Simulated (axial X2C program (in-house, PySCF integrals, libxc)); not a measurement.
# Spin–orbit effects along a row: molecules with C (ions), PBE0

Computed with an in-house all-electron X2C program for linear molecules (integrals from PySCF), spin-free (one-electron X2C) or two-component (2c: spin–orbit coupling with atomic mean-field Coulomb and Gaunt terms, which also bring small scalar terms), in Dyall basis sets with cores contracted in-house; open shells are unrestricted.

Basis sets: As dyall-acv3z, Br dyall-acv3z, C dyall-av3z, Cr dyall-acv3z, Ga dyall-acv3z, K dyall-acv3z, Mn dyall-acv3z, Ni dyall-acv3z, Sc dyall-acv3z, Se dyall-acv3z.

```json
{"molecule": "KC⁻", "spin-free state": "M_S = 1, Λ = 0", "Re (Å)": "2.658", "ωe (cm⁻¹)": "278.8", "De (eV)": "1.40", "2c state": "Ω = 1", "Re 2c (Å)": "2.658", "ωe 2c (cm⁻¹)": "278.8", "De 2c (eV)": "1.40"}
{"molecule": "ScC⁻", "spin-free state": "M_S = 1, Λ = 1", "Re (Å)": "1.924", "ωe (cm⁻¹)": "718.8", "De (eV)": "3.07", "2c state": "Ω = 2", "Re 2c (Å)": "1.924", "ωe 2c (cm⁻¹)": "718.7", "De 2c (eV)": "3.07"}
{"molecule": "CrC⁻", "spin-free state": "M_S = 3/2, Λ = 0", "Re (Å)": "1.740", "ωe (cm⁻¹)": "542.1", "De (eV)": "2.67", "2c state": "Ω = 3/2", "Re 2c (Å)": "1.740", "ωe 2c (cm⁻¹)": "541.3", "De 2c (eV)": "2.67"}
{"molecule": "MnC⁻", "spin-free state": "M_S = 2, Λ = 1", "Re (Å)": "1.723", "ωe (cm⁻¹)": "588.9", "De (eV)": "n/a", "2c state": "Ω = 1", "Re 2c (Å)": "1.758", "ωe 2c (cm⁻¹)": "497.7", "De 2c (eV)": "n/a"}
{"molecule": "NiC⁻", "spin-free state": "M_S = 1/2, Λ = 1", "Re (Å)": "1.678", "ωe (cm⁻¹)": "563.4", "De (eV)": "2.92", "2c state": "Ω = 1/2", "Re 2c (Å)": "1.681", "ωe 2c (cm⁻¹)": "566.9", "De 2c (eV)": "n/a"}
{"molecule": "GaC⁻", "spin-free state": "M_S = 1, Λ = 1", "Re (Å)": "1.893", "ωe (cm⁻¹)": "614.1", "De (eV)": "2.73", "2c state": "Ω = 2", "Re 2c (Å)": "1.893", "ωe 2c (cm⁻¹)": "612.5", "De 2c (eV)": "n/a"}
{"molecule": "AsC⁻", "spin-free state": "M_S = 0, Λ = 0", "Re (Å)": "1.702", "ωe (cm⁻¹)": "1017.4", "De (eV)": "5.66", "2c state": "Ω = 0", "Re 2c (Å)": "1.702", "ωe 2c (cm⁻¹)": "1016.3", "De 2c (eV)": "5.65"}
{"molecule": "CSe⁻", "spin-free state": "?", "Re (Å)": "?", "ωe (cm⁻¹)": "?", "De (eV)": "?", "2c state": "?", "Re 2c (Å)": "?", "ωe 2c (cm⁻¹)": "?", "De 2c (eV)": "?"}
{"molecule": "CBr⁻", "spin-free state": "M_S = 1, Λ = 0", "Re (Å)": "2.027", "ωe (cm⁻¹)": "442.7", "De (eV)": "1.85", "2c state": "Ω = 1", "Re 2c (Å)": "2.027", "ωe 2c (cm⁻¹)": "442.3", "De 2c (eV)": "1.85"}
```

**Question.** Estimate the 2c Re and ωe of CSe⁻ as the mean of its neighbours in the table.

**Answer.** Re ≈ 1.865 Å, ωe ≈ 729.3 cm⁻¹. The PBE0 runs give the row below, so the estimate misses by 0.094 Å and -91.2 cm⁻¹.

```json
{"molecule": "CSe⁻", "spin-free state": "M_S = 1/2, Λ = 1", "Re (Å)": "1.770", "ωe (cm⁻¹)": "822.9", "De (eV)": "4.57", "2c state": "Ω = 1/2", "Re 2c (Å)": "1.771", "ωe 2c (cm⁻¹)": "820.5", "De 2c (eV)": "4.57"}
```

Fragments in 2c: K + C-, Sc + C-, Cr + C-, Mn- + C, Ni + C-, Ga + C-, As + C-, Se- + C, Br- + C. Each entry is the lowest single determinant of a limited PBE0 search at one distance. De goes to single-determinant-based atoms at the same level (for ions the charge split of lowest energy) and is withheld (n/a) where an atom does not fit its ground term or J level. Main or longest-lived isotopes. One determinant is a doubtful description, or other states lie close, for KC⁻, ScC⁻, CrC⁻, MnC⁻, NiC⁻, GaC⁻, CBr⁻; these need not be ground states, and all values refer to the states named. Some open-shell Ω = 0 determinants are out of reach, so the Ω given for KC⁻, ScC⁻, MnC⁻, GaC⁻, CBr⁻ need not be the lowest component. With several unpaired electrons the Ω given is that of one determinant, not necessarily of the lowest component. Some light 2c atoms are not at their ground J level, so De misses part of their lowering (0.04 eV or less). The functionals have no current term, which raises determinants with orbital currents. The lowest determinant changes configuration between the Hamiltonians for MnC⁻, so two states are compared there.
